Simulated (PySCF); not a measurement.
**C5H12B2O2: full NMR table**

```yaml
Formula: C5H12B2O2
SMILES: CB(C)C1COBOC1
InChI: InChI=1S/C5H12B2O2/c1-7(2)5-3-8-6-9-4-5/h5-6H,3-4H2,1-2H3
Point_group_of_the_computed_structure: C1
Carbon_signals: 3
Proton_signals: 5
```

Atoms are numbered as in `[CH3:1][B:2]([CH3:3])[CH:4]1[CH2:5][O:6][BH:7][O:8][CH2:9]1`. Hydrogens are named by the atom that carries them. Ha(C5), Ha(C9) are cis to B2 on the ring; Hb(C5), Hb(C9) are trans to B2 on the ring.

Calculated, not measured (PySCF 2.14.0 with density-fitted response routines): σ from GIAO-PBE0/pcSseg-1, structure optimised with PBE0-D3(BJ)/def2-SVP. A single conformation, no relativistic terms, no solvent, fast rotation and ring inversion assumed for equivalent nuclei.

Scale: $^{1}$H, $^{13}$C vs TMS; $^{11}$B against BF3·OEt2; $^{17}$O against H2O (reference shieldings calculated alike).

| carbon | δC, type | δH (multiplicity) | HMBC from (2–3 bonds) | span of the C tensor (ppm) |
| --- | --- | --- | --- | --- |
| C1/C3 | 16.2, CH3 | 1.01 (s) | H(C4), H(C1)/H(C3) | 36 |
| C4 | 39.5, CH | 1.20 (m) | Hb(C5)/Hb(C9), Ha(C5)/Ha(C9), H(C1)/H(C3) | 38 |
| C5/C9 | 64.7, CH2 | Hb(C5) 4.19 (m); Ha(C5) 4.12 (m) | Hb(C5)/Hb(C9), Ha(C5)/Ha(C9), H(B7), H(C4) | 50 |

Other nuclei:
```tsv
atoms	nucleus	environment	δ (ppm)	σ (ppm)
H(B7)	$^{1}$H	hydrogen on a boron bonded to 2 O, in a 6-membered ring	4.03	27.24
B2	$^{11}$B	boron bonded to 3 C	89.0	11.8
B7	$^{11}$B	boron bonded to 2 O, H, in a 6-membered ring	24.3	76.4
O6/O8	$^{17}$O	oxygen bonded to C, B, in a 6-membered ring	134.4	200.1
```

δC 64.7: sp3 CH2 bonded to O; deshielded by the electronegative neighbour. δC 39.5: sp3 CH bonded to B. δH 4.19, 4.12: hydrogen on an sp3 CH2 bonded to O; its carbon carries O, hence the downfield position. δH 4.03: hydrogen on a boron bonded to 2 O, in a 6-membered ring. δH 1.20: hydrogen on an sp3 CH bonded to B.

Hydrogens on boron are broadened and split by $^{11}$B (spin 3/2, 80 %) and 10B (spin 3). A carbon bonded to boron is broadened by the quadrupolar boron nucleus and is often missing from a measured spectrum. Shifts are as computed. Against solution values, carbons near 30 ppm lie about +2 ppm off and those near 130 ppm about +5 ppm. Of 1309 compounds with measured shifts, 239 miss one by over three times the rms of a fit or turn the order of signals round; such compounds aren't used in these exercises. Experimental scales use liquid or dissolved standards, which lie at an offset from isolated H2O (liquid H2O: subtract about 36 ppm). Multiplicities follow the n + 1 count of equivalent neighbours, as no J values were calculated; m marks all less simple cases, F and P coupling included.
